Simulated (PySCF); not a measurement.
Nb(OH)3 (H₃NbO₃), SMILES [OH][Nb]([OH])[OH] (connectivity only; charge and spin as stated), neutral, multiplicity 3.

Coordinates come from a B3LYP-D3(BJ)/def2-SVP optimisation. The spin state was assumed, not searched. The def2 effective core potentials stand for the cores of Nb; spin–orbit coupling is left out. The values are those of a single conformer.

The numbers are results of B3LYP-D3(BJ)/def2-SVP (PySCF), not measurements.

Frequencies are harmonic and unscaled.

| mode | ν (cm⁻¹) | IR (km/mol) | moving atoms (share of kinetic energy) |
|---|---|---|---|
| 1 | 95 | 36.8 | O 37 %, H 35 %, Nb 28 % |
| 2 | 160 | 2.0 | O 77 %, H 13 %, Nb 10 % |
| 3 | 161 | 1.4 | O 68 %, H 17 %, Nb 15 % |
| 4 | 225 | 70.4 | H 90 %, O 10 % |
| 5 | 279 | 197.8 | H 78 %, O 20 % |
| 6 | 349 | 24.7 | H 86 %, O 14 % |
| 7 | 352 | 187.4 | H 67 %, O 28 % |
| 8 | 406 | 99.4 | H 86 %, O 14 % |
| 9 | 648 | 212.1 | H 76 %, O 22 % |
| 10 | 675 | 58.3 | O 69 %, H 16 %, Nb 14 % |
| 11 | 720 | 35.2 | O 89 % |
| 12 | 730 | 270.7 | O 70 %, Nb 25 % |
| 13 | 3766 | 53.5 | H 94 % |
| 14 | 3964 | 477.2 | H 94 % |
| 15 | 3969 | 100.8 | H 94 % |
